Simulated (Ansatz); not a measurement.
Stepwise reaction of `COB(F)OC` with hydrogen sulfide, as a gas-phase model of exchange steps in deposition or etching. ΔE in kJ/mol.

Program: Ansatz. Geometries: PBE0-D4/def2-TZVP. ΔE: electronic, gas phase. CCSD(T)/CBS adds triple-zeta CCSD(T) − MP2 to the extrapolated MP2 energy (def2 sets, frozen cores). This one scheme is used for every species. DFT in def2-TZVPP. B3LYP here is the variant with VWN-RPA as its local correlation; programs differ in this. One conformer a species, not always the lowest.

```csv
step,reaction,PBE-D4,B3LYP-D4,ωB97M-V,CCSD(T)/CBS
1,`COB(F)OC` + H₂S → `COB(F)S` + CH₃OH,57.6,70.4,70.0,68.4
```

Give the row of step 2, `COB(F)S` + H₂S → `FB(S)S` + CH₃OH. (Estimate.)

The calculation gave: 
| step | reaction | PBE-D4 | B3LYP-D4 | ωB97M-V | CCSD(T)/CBS |
| --- | --- | --- | --- | --- | --- |
| 2 | `COB(F)S` + H₂S → `FB(S)S` + CH₃OH | 60.0 | 73.3 | 73.4 | 71.3 |

By hand: ΔE of the 2 steps together at CCSD(T)/CBS.

(68.4) + (71.3) = 139.7 kJ/mol, or 69.8 kJ/mol a step.

In ΔE the steps differ by no more than 2.9 kJ/mol. All are uphill at CCSD(T)/CBS. PBE-D4 differs from CCSD(T)/CBS by -11.3 to -10.8 kJ/mol a step. Isolated molecules leave out the surface, adducts and barriers. Largest T1 diagnostic: 0.013.
